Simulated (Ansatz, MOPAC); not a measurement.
Species: C$_{2}$H$_{7}$Ge, net charge -1, singlet state. SMILES: [CH2-][GeH2][CH3]

Atoms: C1, Ge2, C3, H4, H5, H6, H7, H8, H9, H10. Bonds: C1-Ge2, C1-H4, C1-H5, Ge2-C3, Ge2-H6, Ge2-H7, C3-H8, C3-H9, C3-H10.

Bond lengths (Å) and angles (degrees) optimised at AM1 with MOPAC; MNDO with MOPAC; HF/6-31G* with LANL2DZ past Ar with Ansatz (a first-principles code); MP2/6-31G* with LANL2DZ past Ar with Ansatz, each started from the B3LYP-D3(BJ)/def2-TZVP structure (Ansatz) of the last column. A row stands for all coordinates that are equal there; 10 of 15 kinds are shown. 6-31G* holds six Cartesian d functions. No wavenumbers were computed at MNDO, MP2/6-31G* with LANL2DZ past Ar, so these may be saddle points.

| coordinate | AM1 | MNDO | HF/6-31G* with LANL2DZ past Ar | MP2/6-31G* with LANL2DZ past Ar | B3LYP-D3(BJ)/def2-TZVP |
|---|---|---|---|---|---|
| C1-Ge2 | 1.805 | 1.768 | 1.879 | 1.869 | 1.886 |
| C1-H4 | 1.081 to 1.105 | 1.087 to 1.108 | 1.091 | 1.097 | 1.096 |
| Ge2-C3 | 2.030 | 1.981 | 2.041 | 2.052 | 2.048 |
| Ge2-H6 | 1.558 | 1.521 | 1.578 | 1.590 | 1.577 |
| C3-H8 | 1.105 | 1.107 | 1.089 | 1.097 | 1.094 |
| C1-Ge2-C3 | 116.6 | 117.1 | 126.9 | 127.8 | 124.6 |
| Ge2-C1-H4 | 121.6 | 124.4 | 113.3 | 114.5 | 111.9 |
| C1-Ge2-H6 | 112.3 | 114.9 | 112.3 | 112.2 | 112.5 |
| C3-Ge2-H6 | 100.9 | 101.2 | 99.4 | 98.7 | 100.1 |
| Ge2-C3-H8 | 108.6 | 111.6 | 111.0 | 111.2 | 109.6 |

A range marks coordinates that this level makes unequal.

Mean signed difference of all 9 bond lengths from B3LYP-D3(BJ)/def2-TZVP: AM1 -0.015 Å, MNDO -0.031 Å, HF/6-31G* with LANL2DZ past Ar -0.004 Å, MP2/6-31G* with LANL2DZ past Ar 0.002 Å.
